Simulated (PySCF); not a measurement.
# Electron correlation in Cd (cadmium, neutral)

[Kr] 4d10 5s1 6s1, 6s spin antiparallel (an excited configuration). All numbers are calculated (PySCF 2.14, scalar relativity by spin-free X2C-1e, in x2c-QZVPPall with one added diffuse shell each of s, p, d, f, g type (14s9p8d5f3g, 143 functions)). Frozen: [Kr]; 12 electrons correlated.

MP2 pair energies summed by pair of shells (mhartree):

```tsv
pair	energy	share (%)
4d-4d	-367.97	77.9
4d-5s	-41.19	8.7
4d-6s	-41.19	8.7
5s-6s	-22.05	4.7
```

Total MP2 correlation energy: -472.41 mhartree.

Same-spin part -166.42 and opposite-spin part -305.99 mhartree; SCS-MP2 scales them by 1/3 and 6/5 to -422.66 mhartree.
